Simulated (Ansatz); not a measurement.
`BC[N](B)[AlH2]`, relaxed with RKS PBE0-D4/def2-TZVP in Ansatz from a PBE-D4/def2-SVP geometry. The force threshold is 0.005 eV/Å; the program also tests the step.

The species carries charge 0 and has multiplicity 1.

Start:

```xyz
13

B    -1.941    0.245   -0.417
C    -0.551   -0.293   -0.875
N     0.615   -0.038   -0.019
B     1.824    0.481   -0.531
Al    0.512   -0.372    1.790
H    -2.928   -0.017   -1.079
H    -2.061    0.941    0.581
H    -0.380    0.126   -1.901
H    -0.672   -1.385   -1.086
H     1.940    0.709   -1.727
H     2.743    0.697    0.243
H     1.649    0.153    2.770
H    -0.751   -1.245    2.250
```

(1) By how much does the energy fall, and how many steps does the optimiser take? (Estimate.)

(2) Which bonds change most? (Estimate.)

(3) Give the relaxed structure. (An estimate is asked.)

Answers

(1) Computed: 1.18 kcal/mol, in 12 steps, 1 of them rejected.

(2) The calculation gave: N3–Al5 from 1.842 to 1.812 Å; B1–H7 from 1.223 to 1.200 Å; B1–H6 from 1.217 to 1.196 Å; B4–H10 from 1.223 to 1.203 Å.

(3) The calculation gave: 
```xyz
13

B    -1.921    0.248   -0.421
C    -0.545   -0.307   -0.869
N     0.608   -0.041   -0.011
B     1.794    0.493   -0.523
Al    0.511   -0.377    1.767
H    -2.889    0.011   -1.082
H    -2.035    0.925    0.564
H    -0.358    0.089   -1.881
H    -0.665   -1.388   -1.047
H     1.899    0.730   -1.697
H     2.701    0.713    0.232
H     1.660    0.106    2.730
H    -0.760   -1.203    2.237
```
